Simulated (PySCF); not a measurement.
**NMR data sheet: C$_{4}$H$_{7}$NOSi**

```yaml
Formula: C4H7NOSi
SMILES: CO/C(C#N)=C\[SiH3]
InChI: InChI=1S/C4H7NOSi/c1-6-4(2-5)3-7/h3H,1,7H3/b4-3-
Point_group_of_the_computed_structure: Cs
Degrees_of_unsaturation: 3
Carbon_signals: 4
Proton_signals: 3
```

Bonds (- single, = double, # triple, : aromatic): C1-O2 1.409 Å, O2-C3 1.362 Å, C3-C4 1.419 Å, C4#N5 1.148 Å, C3=C6 1.341 Å, C6-Si7 1.879 Å. C1 carries H8, H9, H10; C6 carries H11; Si7 carries H12, H13, H14. Stereochemistry as in CO/C(C#N)=C\[SiH3].

Single conformer, non-relativistic Hamiltonian, isolated molecule, rapidly exchanging positions averaged. Shielding tensors at PBE0/pcSseg-1 (GIAO); geometry from GFN2-xTB; PySCF 2.14.

δ = σ(ref) − σ, references computed at the same level: 1H, 13C, 29Si vs TMS; 15N vs NH3; 17O vs H2O.

| carbon | δC, type | δH (multiplicity) | HMBC from (2–3 bonds) | span of the C tensor (ppm) |
| --- | --- | --- | --- | --- |
| C1 | 58.6, CH3 | 4.06 (s) | – | 80 |
| C3 | 150.3, C | – | H11, H12/H13/H14, H8/H9/H10 | 170 |
| C4 | 118.1, C | – | H11 | 341 |
| C6 | 122.5, CH | 6.12 (q) | H12/H13/H14 | 225 |

Other nuclei:
```csv
atoms,nucleus,environment,δ (ppm),σ (ppm)
H12/H13/H14,1H,hydrogen on a silicon bonded to C,4.11,27.60
Si7,29Si,"silicon bonded to C, 3 H",-88.3,437.5
N5,15N,nitrile nitrogen,325.6,-57.9
O2,17O,ether oxygen,112.9,223.2
```

Carbon types of the structure: 2 × C, 1 × CH, 1 × CH3, leaving 3 H on heteroatoms. δC 150.3: alkene carbon bearing oxygen; an sp2 carbon further deshielded by the attached heteroatom. δC 122.5: β carbon of an enol-ether or enamine type C=C. δC 118.1: nitrile carbon; this is the usual window of a C≡N carbon, which has no attached hydrogen. δC 58.6: methyl carbon bonded to O; the inductive effect lowers its shielding. δH 6.12: hydrogen on a β carbon of an enol-ether or enamine type C=C; olefinic region.

Shifts are as computed. Against solution values, carbons near 30 ppm lie about +3 ppm off and those near 130 ppm about +5 ppm. Of 1309 compounds with measured shifts, 239 miss one by over three times the rms of a fit or turn the order of signals round; such compounds aren't used in these exercises. Experimental scales use liquid or dissolved standards, which lie at an offset from isolated NH3 (liquid NH3: subtract about 20 ppm) and H2O (liquid H2O: subtract about 36 ppm). Unscaled 15N shifts of sp2 nitrogen come out 20 to 40 ppm too high even then. No couplings were computed; multiplicities are counted from neighbouring protons, with m where these are inequivalent, close in shift, in a saturated or five-membered ring or joined by F or P, and br s for small geminal =CH2 splittings.
